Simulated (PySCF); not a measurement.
Whose spectrum? (substituted PAH)

All values: TDDFT PBE0/def2-SVP, gas phase, PySCF SCF with an in-house response code, fitting set def2-universal-JFIT up to Ne and JKFIT beyond, grid level 1 (kernel 0), vertical, one conformer each, geometries GFN2-xTB; core orbitals frozen in the response, virtual orbitals above 1.5 Eh left out. The lowest 6 singlets were sought, and the brightest is taken among them. The runs took 0.6 to 1 CPU minutes each on shared server CPUs.

Some members have dark charge-transfer states, which this functional places too low.

One system has its HOMO at -5.81 eV, its LUMO at -2.54 eV and these singlet states:

| state | eV | f |
| --- | --- | --- |
| S1 | 2.90 | 0.364 |
| S2 | 3.56 | 0.017 |
| S3 | 4.02 | 0.003 |
| S4 | 4.15 | 0.010 |
| S5 | 4.23 | 0.005 |
| S6 | 4.36 | 0.004 |

Question: Which is it?
A. O=c1cc2c(=O)ccc3c-2c(c1)c1cccc2cccc3c21 (C20H10O2)
B. C=c1ccc2cccc3c4c(=C)ccc5cccc(c1c23)c54 (C22H14)
C. c1cc2cccc3c4ncnc5nncc(c(c1)c23)c54 (C16H8N4)
D. N#Cc1cc2cccc3c4cccc5cccc(c(c1)c23)c54 (C21H11N)

Answer: D.

Question: How do the candidates compare?

Answer: 
```tsv
system	HOMO / eV	LUMO / eV	S1 / eV	f(S1)	brightest state sought / eV
C=c1ccc2cccc3c4c(=C)ccc5cccc(c1c23)c54	-5.06	-2.51	2.30	0.235	2.30
N#Cc1cc2cccc3c4cccc5cccc(c(c1)c23)c54	-5.81	-2.54	2.90	0.364	2.90
O=c1cc2c(=O)ccc3c-2c(c1)c1cccc2cccc3c21	-6.23	-3.82	1.94	0.000	2.07
c1cc2cccc3c4ncnc5nncc(c(c1)c23)c54	-6.36	-3.28	1.94	0.000	3.05
```
